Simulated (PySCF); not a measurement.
A geometry optimisation, step by step.

Species: CuCl2 (doublet state).
Bonds: Cu1–Cl2, Cu1–Cl3.

Computed by this run: PySCF, PBE0-D3(BJ)/def2-SVP geometry optimisation, gas phase; unrestricted, density fitting, grid level 1; the optimiser is geomeTRIC in internal coordinates, started from a GFN2-xTB structure with every atom displaced at random (about 0.03 Å). The frame can shift and turn from step to step; on so coarse a grid that alone can change the energy by a few meV, and forces under 0.02 eV/Å are noise.

Step 0: E = -69658.4846 eV, largest atomic force 1.160 eV/Å
```
atom  x, y, z in Å  |  force x, y, z in eV/Å
Cu1     0.061   -0.077    0.012    0.016   0.004  -1.029
Cl2    -0.032   -0.033    2.028   -0.031   0.007   1.159
Cl3    -0.045    0.012   -2.060    0.014  -0.011  -0.130
```

Step 1: E = -69658.5149 eV, largest atomic force 0.478 eV/Å
```
atom  x, y, z in Å  |  force x, y, z in eV/Å
Cu1     0.057   -0.074    0.002   -0.017   0.019  -0.428
Cl2    -0.030   -0.035    2.055    0.000  -0.007   0.478
Cl3    -0.043    0.012   -2.076    0.016  -0.012  -0.050
```

Step 2: E = -69658.5224 eV, largest atomic force 0.069 eV/Å
```
atom  x, y, z in Å  |  force x, y, z in eV/Å
Cu1     0.050   -0.068   -0.006   -0.032   0.024  -0.056
Cl2    -0.026   -0.039    2.074    0.016  -0.013   0.055
Cl3    -0.041    0.010   -2.088    0.017  -0.011   0.001
```

Step 3: E = -69658.5228 eV, largest atomic force 0.040 eV/Å
```
atom  x, y, z in Å  |  force x, y, z in eV/Å
Cu1     0.046   -0.065   -0.007   -0.032   0.022   0.009
Cl2    -0.023   -0.042    2.077    0.017  -0.012  -0.013
Cl3    -0.039    0.010   -2.090    0.015  -0.010   0.004
```

Step 4: E = -69658.5233 eV, largest atomic force 0.067 eV/Å
```
atom  x, y, z in Å  |  force x, y, z in eV/Å
Cu1     0.036   -0.058   -0.008   -0.028   0.017   0.059
Cl2    -0.017   -0.048    2.080    0.015  -0.010  -0.062
Cl3    -0.035    0.008   -2.091    0.013  -0.007   0.003
```

Step 5: E = -69658.5241 eV, largest atomic force 0.093 eV/Å
```
atom  x, y, z in Å  |  force x, y, z in eV/Å
Cu1     0.017   -0.044   -0.009   -0.016   0.006   0.091
Cl2    -0.005   -0.059    2.082    0.009  -0.004  -0.090
Cl3    -0.028    0.006   -2.093    0.007  -0.002  -0.002
```

Step 6: E = -69658.5245 eV, largest atomic force 0.067 eV/Å
```
atom  x, y, z in Å  |  force x, y, z in eV/Å
Cu1     0.000   -0.033   -0.008   -0.005  -0.003   0.067
Cl2     0.006   -0.070    2.081    0.003   0.001  -0.062
Cl3    -0.022    0.006   -2.092    0.002   0.002  -0.005
```

Step 7: E = -69658.5247 eV, largest atomic force 0.021 eV/Å
```
atom  x, y, z in Å  |  force x, y, z in eV/Å
Cu1    -0.006   -0.030   -0.007   -0.001  -0.004   0.020
Cl2     0.010   -0.074    2.078    0.001   0.001  -0.017
Cl3    -0.020    0.006   -2.091    0.000   0.003  -0.004
```

Task: Summarise the path.

Result: The energy falls by 0.0401 eV from step 0 to step 7; nine tenths of that is first reached at step 2. It falls at every step. The largest force goes from 1.160 to 0.021 eV/Å. Among the bonds Cu1–Cl2 changes most, from 2.018 to 2.086 Å; the atoms move by 0.066 Å rms after alignment.

Task: Follow the energy, the force and the coordinates that change most from start to end.

Result: 
```tsv
step	E above end (eV)	largest force (eV/Å)	Cu1–Cl2 (Å)	Cu1–Cl3 (Å)	Cl2–Cu1–Cl3 (°)
0	0.0401	1.160	2.018	2.077	173.3
1	0.0097	0.478	2.055	2.082	173.8
2	0.0023	0.069	2.081	2.085	174.5
3	0.0019	0.040	2.086	2.085	175.0
4	0.0013	0.067	2.089	2.085	176.0
5	0.0006	0.093	2.091	2.085	177.9
6	0.0002	0.067	2.089	2.085	179.6
7	0.0000	0.021	2.086	2.085	179.8
```

The cost below is that of the whole optimisation. Hardware: an Arm Neoverse V2 with one thread, shared host with 32 logical CPUs at a one-minute load of 15. Cost: 34 s, 0.30 GiB resident at most.
